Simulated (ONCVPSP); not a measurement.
# Building the ONCV potential for Ti (Z = 22) (PBE, scalar-relativistic).

```json
{
 "Element": "titanium",
 "Generator": "ONCVPSP 4.0.1",
 "Type": "optimised norm-conserving Vanderbilt (ONCV)",
 "Functional": "PBE",
 "Relativity": "scalar-relativistic",
 "Frozen core": "[Ne]",
 "Valence charge": "12",
 "Reference configuration": "3s2 3p6 3d2 4s1.75 (charge +0.25)",
 "Partial waves": "3s+4s: rc 1.35 bohr, ncon 3, nbas 8, qcut 7 1/bohr, 2 projectors; 3p: rc 1.30 bohr, ncon 3, nbas 7, qcut 8.7 1/bohr, 2 projectors, debl 3.9 Ha; 3d: rc 1.30 bohr, ncon 4, nbas 9, qcut 10.8 1/bohr, local",
 "Local potential": "the d channel",
 "Core correction": "Teter function, fcfact 3.5, rcfact 1.7"
}
```

All-electron outer shells of the reference configuration (PBE, scalar-relativistic, ld1.x):

```csv
shell,level (eV),outermost node (bohr),outermost maximum (bohr)
2p,-445.93,–,0.22
3s,-64.31,0.40,0.87
3p,-40.54,0.37,0.90
3d,-5.91,–,0.98
4s,-5.87,1.24,2.88
```

Task: Estimate the cutoffs (Ha) at which the residual kinetic energy of the hardest occupied pseudo-wave falls to 1 and 0.1 mHa per electron.

Result: 46 Ha and 52 Ha.

Task: Does the potential have ghost states?

Result: Ghosts flagged at negative energy: p at -43.7 eV; GHOST(+) flagged for s at 435.2 eV. A true bound ghost makes a file unfit for plane-wave use.

Task: Which valence shell sets the plane-wave cutoff?

Result: 3d: 46 Ha for 1 mHa per electron, against 20 Ha for 3s.

Its largest configuration-test error is -454 meV (3s2 3p6 3d2 4s0). 1 of 4 tests not solved or not reliable.
